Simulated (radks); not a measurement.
Polarisability of the tellurium ion Te3+, [Kr] 4d10 5s2 5p1, at imaginary frequency. Method: non-relativistic Kohn-Sham, LDA (Slater exchange, Perdew-Wang correlation), spin-polarised, spherical densities, point nucleus; open shells are filled with parallel spins first (spin-orbit coupling, left out, can overturn this in heavy ions); relativity is left out, which matters for an element this heavy; computed with a radial shooting solver on a logarithmic mesh with Libxc functionals. Response by self-consistent Sternheimer equations with the Hartree and adiabatic LDA kernel.

| w (hartree) | alpha1(iw) (bohr^3) |
|---|---|
| 0.00266 | 11.27 |
| 0.0143 | 11.26 |
| 0.0360 | 11.21 |
| 0.0697 | 11.07 |
| 0.118 | 10.73 |
| 0.186 | 10.04 |
| 0.280 | 8.877 |
| 0.413 | 7.249 |
| 0.605 | 5.411 |
| 0.892 | 3.730 |
| 1.35 | 2.430 |
| 2.12 | 1.487 |
| 3.59 | 0.7885 |
| 6.94 | 0.3056 |
| 17.5 | 0.06997 |

Static values: alpha1 = 11.27 bohr^3 (1.670 angstrom^3; uncoupled 20.64). C6 = 59.47, triple-dipole C9 = 461.9 atomic units. One-pole (London) frequency 4 C6 / (3 alpha1^2) = 0.625 hartree, against 1.184 for minus the highest occupied eigenvalue. The dipole shielding factor is 0.942, as the force sum rule N/Z = 0.942 demands.
